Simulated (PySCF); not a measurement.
# Working out the ionisation energy of Pd

Pd [Kr] 4d10 (1S) → Pd⁺ [Kr] 4d9 (2D). All numbers are calculated (PySCF 2.14, scalar relativity by spin-free X2C-1e, in ANO-RCC-VTZP). Frozen: [Kr]. Energies in hartree (1 hartree = 27.21139 eV):

```tsv
part	Pd (lower)	Pd⁺ (upper)
UHF	-5042.584669	-5042.353554
CCSD correlation	-0.339587	-0.272545
(T)	-0.016707	-0.009380
```

Task: What does Hartree-Fock give?

Result: (-5042.353554) − (-5042.584669) = 0.231115 hartree = 6.289 eV.

Task: What do CCSD and CCSD(T) give?

Result: The CCSD correlation energies differ by 0.067042 hartree = 1.824 eV and the triples by 0.007327 hartree = 0.199 eV, so CCSD gives 8.113 eV and CCSD(T) 8.312 eV.

Measured between the centres of the two terms (NIST): 8.512 eV, so CCSD(T) (valence) is off by -0.200 eV.

What remains against the reference includes basis incompleteness, the frozen core and higher excitations.
